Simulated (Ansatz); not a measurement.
Born–Oppenheimer molecular dynamics of CH4Cl2Sn (8 atoms, charge 0, multiplicity 1). It starts at the highest image of a converged band. Of that band: Neighbouring images differ by up to 2.0 eV, so the band resolves the path poorly. A vibrational analysis at the climbing image gives one clearly imaginary mode, 1143i cm⁻¹, and a faint second one (14i cm⁻¹) that may be numerical noise or a soft torsion: probably a first-order saddle point.

Computed with RKS B3LYP-D4/def2-SVP in Ansatz 0.2.0.

```yaml
ensemble: NVE (velocity Verlet)
time_step: 0.5 fs
steps_asked: 141
starting_velocities_drawn_for: 300 K
seed: 6862
```

First frame:

```xyz
8
Properties=species:S:1:pos:R:3
Sn -0.318 -0.035 0.601
H 0.752 -0.040 1.917
C 2.122 0.007 0.440
H 2.463 -1.036 0.438
H 2.162 0.460 -0.562
H 2.667 0.625 1.167
Cl -0.581 1.919 -0.716
Cl -0.463 -1.901 -0.851
```

Q: How far do the bonds stretch over the last three quarters of this one trajectory? (Pairs bonded in most of those frames.)

A: 
```csv
bond,mean (Å),spread (Å),shortest,longest
Sn1–H2,1.882,0.158,1.61,2.12
Sn1–C3,2.163,0.116,2.01,2.38
Sn1–Cl7,2.391,0.010,2.38,2.41
Sn1–Cl8,2.412,0.050,2.35,2.49
C3–H4,1.104,0.030,1.05,1.15
C3–H5,1.106,0.022,1.07,1.14
C3–H6,1.100,0.017,1.07,1.14
```

Mean temperature of the second half: 1787 K. The conserved energy stayed within 0.23 meV per atom of its start (net change 0.065 meV per atom), so the integration is sound. The kinetic energy rose, since the run started high on the potential surface and went downhill. A run of 0.07 ps of so small a system gives no equilibrium averages. The orbitals stay closed-shell, which can raise the energy where a bond breaks towards radicals; this wasn't checked here.

The run took 9.1 min on 2 threads of Intel(R) Xeon(R) Platinum 8375C CPU @ 2.90GHz (Ice Lake), with other jobs on the host, peak memory 0.24 GiB.
